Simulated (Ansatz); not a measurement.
This geometry of CH7FN2SSi (13 atoms, charge 0, multiplicity 1) is a first-order saddle point.

These are results of RKS PBE/def2-SVP (Ansatz 0.2.0), not measurements.

```xyz
13
Properties=species:S:1:pos:R:3
N -1.681 1.183 -0.312
C -0.746 0.131 -0.445
F -1.194 -1.091 0.144
S -0.587 -0.251 -2.297
N 0.463 0.426 0.229
Si 1.438 -0.761 1.096
H -1.993 1.265 0.665
H -2.489 1.079 -0.934
H 0.770 -0.198 -2.282
H 0.771 1.393 0.113
H 1.767 -1.951 0.237
H 0.803 -1.245 2.369
H 2.700 -0.015 1.433
```

Problem. Which two structures does it join? (They come from a converged band through this point; their orientation in space is the band's.)

Solution. No bond is made or broken. The dihedral N5–C2–S4–H9 goes from -66 to 74°.

Image 0:

```xyz
13
Properties=species:S:1:pos:R:3
N -1.589 1.134 -0.468
C -0.693 0.050 -0.392
F -1.223 -1.114 0.237
S -0.404 -0.621 -2.145
N 0.450 0.392 0.366
Si 1.468 -0.799 1.184
H -1.873 1.445 0.469
H -2.401 0.921 -1.054
H 0.105 0.553 -2.611
H 0.819 1.320 0.150
H 1.797 -1.969 0.300
H 0.846 -1.307 2.453
H 2.720 -0.040 1.526
```

Image 6:

```xyz
13
Properties=species:S:1:pos:R:3
N -1.687 1.219 -0.302
C -0.676 0.256 -0.467
F -1.065 -1.068 -0.091
S -0.346 0.194 -2.323
N 0.445 0.529 0.362
Si 1.424 -0.739 1.104
H -1.916 1.350 0.689
H -2.522 1.018 -0.861
H 0.270 -1.019 -2.264
H 0.870 1.439 0.171
H 1.888 -1.786 0.124
H 0.712 -1.422 2.235
H 2.622 -0.005 1.639
```

Problem. How far does it lie above each of them?

Solution. 2.3 kcal/mol above the first and 2.8 kcal/mol above the second. This is the barrier of this one path; another mechanism may lie lower.

Run time: 2.7 min on 2 threads of Arm Neoverse V1, with other jobs on the host, peak memory 0.18 GiB.
